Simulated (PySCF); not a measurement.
Simulation results for CH₃BClSi

Computed with PySCF 2.14.0. Calculation on a computer-drawn molecule: optimised geometry and harmonic frequencies of an isolated molecule of the commonest isotopes, restricted reference for singlets and unrestricted otherwise, frozen core in MP2.

## CH₃BClSi

Start structure:
```xyz
7
CH3BClSi
C     -2.1765     0.0890     1.8284
B     -1.5472    -0.4419     0.7028
Si    -0.6742    -1.1857    -0.8314
Cl    -0.9390    -0.3631    -2.6024
H     -2.0505    -0.3417     2.8184
H     -2.8244     0.9600     1.7725
H      0.1982    -2.3531    -0.7754
```

```
charge                                        : 1
multiplicity                                  : 1
method                                        : MP2
basis                                         : cc-pV(D+d)Z
rotational constants                          : 14.73, 1.954, 1.725 GHz
total energy                                  : -812.8508 hartree
convergence status largest gradient component : 4.01e-05 hartree/bohr
```

Drawn bonds:
| atom | other atom | order |
| --- | --- | --- |
| 1 | 2 | 2 |
| 2 | 3 | 1 |
| 3 | 4 | 1 |
| 1 | 5 | 1 |
| 1 | 6 | 1 |
| 3 | 7 | 1 |

Optimised structure:
```xyz
7
CH3BClSi
C     -2.1805     0.0926     1.8348
B     -1.5418    -0.4486     0.7014
Si    -0.6661    -1.1935    -0.8420
Cl    -0.9457    -0.3528    -2.6077
H     -2.0548    -0.3415     2.8389
H     -2.8355     0.9754     1.7695
H      0.2109    -2.3682    -0.7819
```

Modes:
| frequency (cm⁻¹) | reduced mass (dalton) |
| --- | --- |
| 94.07 | 4.164 |
| 151.9 | 3.53 |
| 265.5 | 2.546 |
| 339 | 1.118 |
| 535.8 | 4.936 |
| 542.9 | 1.251 |
| 627.3 | 2.06 |
| 689 | 4.764 |
| 820.5 | 1.344 |
| 841.6 | 1.32 |
| 1295 | 1.131 |
| 1550 | 6.752 |
| 2378 | 1.044 |
| 3151 | 1.06 |
| 3247 | 1.109 |
